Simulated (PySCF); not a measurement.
Br2Hg (SMILES [Br][Hg][Br]), singlet, geometry from GFN2-xTB (such geometries of metal compounds can be far from the true shape) (core potentials on Hg); B3LYP/def2-SV(P) (PySCF).

Here is a job for PySCF.
```python
from pyscf import gto, scf, dft

mol = gto.M(
    atom='''
Hg    0.00000000    0.00000000    0.00000000
Br    0.00000000    0.00000000    2.42322459
Br   -0.00000000   -0.00000000   -2.42322459
''',
    basis='def2-sv(p)',
    ecp={'Hg': 'def2-sv(p)'},
    verbose=5,
)

mf = dft.RKS(mol)
mf.xc = 'b3lyp'
mf.kernel()
```

Problem. What does PySCF print? Leave out banner, timings and long lists.

Solution. 
```
PySCF version 2.14.0

[INPUT] verbose = 5
[INPUT] max_memory = 4000
[INPUT] num. atoms = 3
[INPUT] num. electrons = 90
[INPUT] charge = 0
[INPUT] spin (= nelec alpha-beta = 2S) = 0
[INPUT] symmetry False subgroup None
[INPUT] Mole.unit = angstrom
[INPUT] Symbol           X                Y                Z      unit          X                Y                Z       unit  Magmom
[...]
[INPUT] ---------------- BASIS SET ----------------
[INPUT] l, kappa, [nprim/nctr], expnt,             c_1 c_2 ...
[INPUT] Hg
[...]
                                10.320909         0.81771278143
[...]
                                7.169095          -0.44026342153
                                1.7559567931      0.58406314464
                                0.83145670425     0.49359746203
[...]
                                3.48              0.377484702032
                                1.2535869926      0.483422758782
                                0.50841366863     0.434935231584
[...]
[INPUT] Br
[...]
                                17009.626303      0.010950417496
                                3870.1842567      0.054421006604
                                1093.0357227      0.19047907695
                                356.39721797      0.39024642737
                                123.12539643      0.30814432514
[...]
                                28.46866107       0.64775962312
                                11.883443722      0.44235575986
[...]
                                3.6129226841      0.73823712008
                                1.6626648969      0.42683868694
[...]
                                368.47859205      0.06624363742
                                117.22978849      0.26495610385
                                42.648909248      0.53839160587
                                16.087225096      0.36579387888
[...]
                                3.5613665502      0.57500678213
                                1.5292626609      0.24330394172
[...]
                                30.281143688      0.1345548323
                                10.651394267      0.36474454537
                                3.8699456233      0.49044587056
[...]
nuclear repulsion = 439.484289393292
number of shells = 35
number of NR pGTOs = 198
number of NR cGTOs = 89
basis = def2-sv(p)
ecp = {'Hg': 'def2-sv(p)'}

******** <class 'pyscf.dft.rks.RKS'> ********
method = RKS
initial guess = minao
damping factor = 0
level_shift factor = 0
[...]
  5.29251052e-01  5.29251612e-01  5.63312706e-01  5.63313128e-01
  5.94863248e-01  5.94863248e-01  6.72437668e-01  6.72437668e-01
  7.45353633e-01  7.64941352e-01  7.64941352e-01  8.17511164e-01
  8.33819835e-01  8.33819835e-01  1.04430171e+00  1.29816525e+00
  2.20284259e+00  3.39960395e+00  3.39962648e+00  3.40638416e+00
  3.40640673e+00  3.40644848e+00  3.40644848e+00  3.49461062e+00
  3.49461062e+00  3.56833258e+00  3.78035962e+00  3.31617662e+01
  1.19288410e+02]
nelec by numeric integration = 89.99999449835948
E1 = -8310.683121433223  E2 = 2569.847631172576  Ecoul = 2766.5951851675413  Exc = -196.74755399496559
cycle= 9 E= -5301.35120086736  delta_E= -3.64e-11  |g|= 2.27e-06  |ddm|= 1.75e-05
[...]
  mo_energy =
[-4.82796894e+02 -4.82796864e+02 -6.24783417e+01 -6.24783169e+01
 -5.63102761e+01 -5.63102632e+01 -5.63072945e+01 -5.63072945e+01
 -5.63072894e+01 -5.63072894e+01 -8.69583028e+00 -8.69580403e+00
 -6.52779790e+00 -6.52779532e+00 -6.51700383e+00 -6.51700383e+00
 -6.51700299e+00 -6.51700299e+00 -4.54247932e+00 -2.68505865e+00
 -2.67359087e+00 -2.67359087e+00 -2.64224162e+00 -2.64208984e+00
 -2.63919517e+00 -2.63919517e+00 -2.63918775e+00 -2.63918775e+00
 -2.63071554e+00 -2.63071527e+00 -2.63070683e+00 -2.63070657e+00
 -7.83242358e-01 -7.65192035e-01 -5.37525496e-01 -5.26757422e-01
 -5.26757422e-01 -5.08647438e-01 -5.08647322e-01 -3.95742590e-01
 -3.43401516e-01 -3.10122585e-01 -3.10122585e-01 -2.92610521e-01
 -2.92610521e-01 -1.05595407e-01 -2.63834198e-02 -2.63834198e-02
  1.02544941e-01  1.04729751e-01  3.59305882e-01  3.59305882e-01
  3.81524921e-01  3.81754993e-01  4.02848522e-01  4.02848650e-01
  4.67993975e-01  4.69900853e-01  5.13995184e-01  5.13995184e-01
  5.29250672e-01  5.29251233e-01  5.63312507e-01  5.63312928e-01
  5.94862971e-01  5.94862971e-01  6.72437383e-01  6.72437383e-01
  7.45353600e-01  7.64942111e-01  7.64942111e-01  8.17511141e-01
  8.33819839e-01  8.33819839e-01  1.04430195e+00  1.29816554e+00
  2.20284341e+00  3.39960331e+00  3.39962584e+00  3.40638352e+00
  3.40640609e+00  3.40644786e+00  3.40644786e+00  3.49461001e+00
  3.49461001e+00  3.56833202e+00  3.78035907e+00  3.31617678e+01
  1.19288411e+02]
nelec by numeric integration = 89.99999449835832
E1 = -8310.683168010572  E2 = 2569.8476777499072  Ecoul = 2766.5952325165536  Exc = -196.74755476664612
Extra cycle  E= -5301.35120086737  delta_E= -1.64e-11  |g|= 3.5e-06  |ddm|= 9.88e-06
converged SCF energy = -5301.35120086737
```
